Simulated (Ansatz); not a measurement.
Basis-set extrapolation for `OB([SiH3])C(F)Cl` (PBE0-D4/def2-TZVP geometry, frozen core, Ansatz). Multiplicity 1, RHF reference.

|  | def2-TZVPP | def2-QZVPP |
| --- | --- | --- |
| HF | -988.352369 | -988.384516 |
| MP2 correlation | -1.063644 | -1.153457 |
| CCSD(T) correlation | -1.159203 | not run |

Energies in hartree. Use E(X) = E(∞) + A·exp(−7.88·√X) for Hartree–Fock and E(X) = E(∞) + B·X^(−2.97) for correlation, with X = 3 and 4, and add CCSD(T) minus MP2 of the smaller set to the MP2 limit.

What is the CCSD(T) energy at the basis-set limit?

HF limit: -988.384516 + (-0.032147) × 0.13774 = -988.38894. MP2 limit: -1.153457 + (-0.089813) × 0.74074 = -1.21999. Higher-order term: -1.159203 − (-1.063644) = -0.09556. Total: -989.70449 hartree, 506.5 kJ/mol below CCSD(T)/def2-TZVPP.
